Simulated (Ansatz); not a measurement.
```yaml
crystal:
  periodic: [false, false, false]
  atoms:
    - {symbol: C, position_ang: [-0.300917, 2.165251, -0.347292]}
    - {symbol: C, position_ang: [-0.429399, 0.892535, 0.128881]}
    - {symbol: N, position_ang: [0.106165, -0.288827, -0.520596]}
    - {symbol: Ge, position_ang: [0.400125, -1.787666, 0.352340]}
    - {symbol: H, position_ang: [0.111052, 2.375851, -1.286159]}
    - {symbol: H, position_ang: [-0.869507, 2.836495, 0.208019]}
    - {symbol: H, position_ang: [-0.974665, 0.619053, 1.010984]}
    - {symbol: H, position_ang: [0.543958, -0.023641, -1.266063]}
    - {symbol: H, position_ang: [1.672093, -1.700398, 1.311159]}
    - {symbol: H, position_ang: [0.645553, -2.909253, -0.747341]}
    - {symbol: H, position_ang: [-0.780902, -2.134322, 1.238442]}
basis:
  gaussian: {orbitals: "6-311G**"}
total_charge: 1
magnetization: {spin_polarized: true, initial_magnetization: 1}
hamiltonian: {xc: {name: PBE-QIDH}}
output: {forces: true}
```

```sh
$ ansatz run in.yaml --threads 4 --pin off --events-out ev --progress --plain --max-ram 10444MiB
```

Question: How does Ansatz answer? (Best estimate.)

Answer: Computed: The program refused the input.
```
Error: <dir> can't be read: No such file or directory (os error 2)
```
